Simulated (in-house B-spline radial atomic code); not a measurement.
Yb⁺: [Ne] 3s2 (3p1/2)2 (3p3/2)3 3d10 4s2 4p6 4d10 4f14 5s2 5p6 6s2 (with a hole in an inner shell)

Method: Dirac-Kohn-Sham PBE, spherical fractional occupations, Fermi nucleus of rms radius 5.3108 fm. Calculated with an all-electron radial atomic-structure program (B-spline basis).

Effective charges: Z_r = [3n² - l(l+1)]/(2<r>) from the radius, Z_e = n√(-2ε) from the energy, and Slater's rules. Values are occupation-weighted means over j. An effective charge above Z reflects the relativistic contraction of the inner shells.

```
shell  electrons   ε (eV)  <r> (bohr)    Z_r    Z_e  Slater
   1s          2   -61236     0.01966  76.29  67.09   69.70
   2s          2   -10423     0.08271  72.54  55.36   65.85
   2p          6    -9250     0.07367  67.87  52.15   65.85
   3s          2  -2379.6      0.2155  62.64  39.67   59.10
   3p          5    -2036      0.2135  58.54  36.70   59.10
   3d         10  -1561.6      0.1949  53.86  32.14   49.85
   4s          2  -480.39      0.4844  49.55  23.77   43.10
   4p          6   -360.8      0.5127  44.86  20.60   43.10
   4d         10  -197.24      0.5527  38.00  15.23   31.85
   5s          2  -68.044       1.187  31.59  11.18   13.35
   5p          6  -40.006       1.399  26.08   8.57   13.35
   4f         14  -20.098      0.7119  25.28   4.86   20.45
   6s          2   -10.92       3.304  16.34   5.38    3.85
```

The least bound orbital is 6s1/2 at -10.92 eV, and it is also the most diffuse (<r> = 3.304 bohr). The part-filled 3p shell lies below the filled 6s shell in orbital energy.

For the 1s electron the small component carries 6.9 % of the norm, the zero-frequency Breit interaction raises the level by 201.8 eV, self-energy by 124.4 eV, and vacuum polarisation lowers it by 22.17 eV.
